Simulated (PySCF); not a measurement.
BeH2S. Atoms are numbered in the order given.

```xyz
4

Be    -0.0011    -1.4138     0.0000
H      0.0422    -2.7435     0.0000
S     -0.0810     0.4881     0.0000
H      1.2582     0.5898     0.0000
```

Coordinates come from a ωB97X-D3(BJ)/def2-TZVPD optimisation.

Level of theory: PySCF with ωB97X/def2-TZVPD.

The molecule is in vacuum.

The total energy comes out as -414.17151 hartree and the point group is Cs. The highest occupied level is -10.20 eV. The lowest empty level comes out as 0.97 eV. The orbital gap is 11.17 eV, the dipole moment comes out as 0.75 D and the quadrupole, principal values (traceless, Buckingham form, about the centre of nuclear charge) is -5.41, -0.27, 5.68 D·Å. The mean static polarisability is 39.0 bohr³ (5.78 Å³) and the polarisability, principal values is 35.8, 36.1, 45.2 bohr³.
